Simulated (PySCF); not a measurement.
## Removal energies of Tc¹⁵⁺ from EOM-IP-GCCSD

Reference: closed-shell Tc¹⁵⁺, [Ar] 3d10; one electron is removed. Calculated with PySCF 2.14, two-component X2C-1e with screened spin-orbit coupling, an uncontracted even-tempered set (20 s from 0.42 bohr⁻², ratio 2.6; 15 p from 0.55 bohr⁻², ratio 2.6; 10 d from 0.55 bohr⁻², ratio 2.6; 6 f from 0.56 bohr⁻², ratio 2.8); frozen [Ar]; the 102 highest virtual spinors dropped; of the others 70 kept and the rest restored at second order. No Breit or QED terms. Binding energies in eV.

```tsv
level	Koopmans	second order	EOM-CCSD
3d3/2	612.19	610.82	611.11
3d5/2	608.11	606.81	607.10
```

For comparison, the ionisation energy of Tc¹⁵⁺ is 604 ± 3 eV (theoretical estimate listed by NIST; NIST Atomic Spectra Database, ionization energies).
